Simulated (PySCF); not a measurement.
A side-by-side comparison of computed properties.

First species: Si(OMe)H3, CH6OSi.
SMILES: `CO[SiH3]`

Second species: CH4Cl2Si.
InChI=1S/CH4Cl2Si/c2-1-4-3/h1,4H2

Levels: wB97X-D/def2-SVPD for dipole moment, HOMO energy, LUMO energy, HOMO–LUMO gap, static isotropic polarisability and electronic spatial extent ⟨r²⟩ about the centre of nuclear charge; TDDFT wB97X-D/def2-SVPD for lowest singlet excitation; TDA wB97X-D/def2-SVPD for lowest triplet excitation (Tamm–Dancoff); PBE0-D3(BJ)/def2-SVP for rotational constant A and rotational constant C. Geometries: PBE0-D3(BJ)/def2-SVP. Each structure is a single optimised conformer of the isolated species, non-relativistic unless stated; the electronic structure was computed with PySCF and density fitting.

The conformers computed, where there is a choice (atom-mapped SMILES and torsion angles):
- `[Cl:1][CH2:2][SiH2:3][Cl:4]`: Cl1–C2–Si3–Cl4 180°

```tsv
property	column X	column Y
dipole moment	0.45 D	1.07 D
HOMO energy	-10.37 eV	-10.08 eV
LUMO energy	1.32 eV	1.95 eV
HOMO–LUMO gap	11.69 eV	12.03 eV
lowest singlet excitation	6.84 eV	7.17 eV
lowest triplet excitation (Tamm–Dancoff)	6.18 eV	6.91 eV
static isotropic polarisability	66.6 au	45.3 au
electronic spatial extent ⟨r²⟩ about the centre of nuclear charge	910 bohr²	294 bohr²
rotational constant A	15.554 GHz	34.029 GHz
rotational constant C	1.142 GHz	5.200 GHz
```

Problem. Which column belongs to which species?

Solution. Column X is the second species and column Y the first. The first has 9 atoms and 34 electrons, the second 8 and 58.

Problem. How does each property change from the first species to the second?

Solution. dipole moment -0.62 D; HOMO energy -0.29 eV; LUMO energy -0.63 eV; HOMO–LUMO gap -0.34 eV; lowest singlet excitation -0.33 eV; lowest triplet excitation (Tamm–Dancoff) -0.73 eV; static isotropic polarisability +21.3 au; electronic spatial extent ⟨r²⟩ about the centre of nuclear charge +616 bohr²; rotational constant A -18.475 GHz; rotational constant C -4.058 GHz.

On the first: S1 lies 4.86 eV below the HOMO–LUMO gap; its leading configuration is HOMO→LUMO, weight 0.93. The vertical singlet–triplet gap S1 − T1 is 0.26 eV (TDDFT singlet less Tamm–Dancoff triplet; S1: HOMO→LUMO, weight 0.93; T1: HOMO→LUMO, weight 0.86).

On the second: A dipole of 0.45 D is allowed in Cs, and pure rotational transitions are dipole-allowed. The dipole equals about 1.5 × 10⁻³⁰ C·m (1 D = 3.33564 × 10⁻³⁰ C·m).
